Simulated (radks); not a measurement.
Problem. All-electron atom: the aluminium ion Al2+ in [Ne] 3s1. Calculated with a radial shooting solver on a logarithmic mesh with Libxc functionals: non-relativistic Kohn-Sham, MS2 meta-GGA, spin-unpolarised, spherical densities, point nucleus; meta-GGA in the generalised Kohn-Sham scheme. Some entries of the table are withheld. Estimate them.

| orbital | occ. | eigenvalue (eV) | <1/r> (bohr^-1) |
|---|---|---|---|
| 1s | 2 | -1535.846 | (1) |
| 2s | 2 | (2) | (3) |
| 2p | 6 | -91.2522 | (4) |
| 3s | 1 | (5) | (6) |

Solution. 
(1) 1s <1/r> (bohr^-1): 12.59
(2) 2s eigenvalue (eV): -131.8189
(3) 2s <1/r> (bohr^-1): 2.343
(4) 2p <1/r> (bohr^-1): 2.209
(5) 3s eigenvalue (eV): -23.6136
(6) 3s <1/r> (bohr^-1): 0.5968
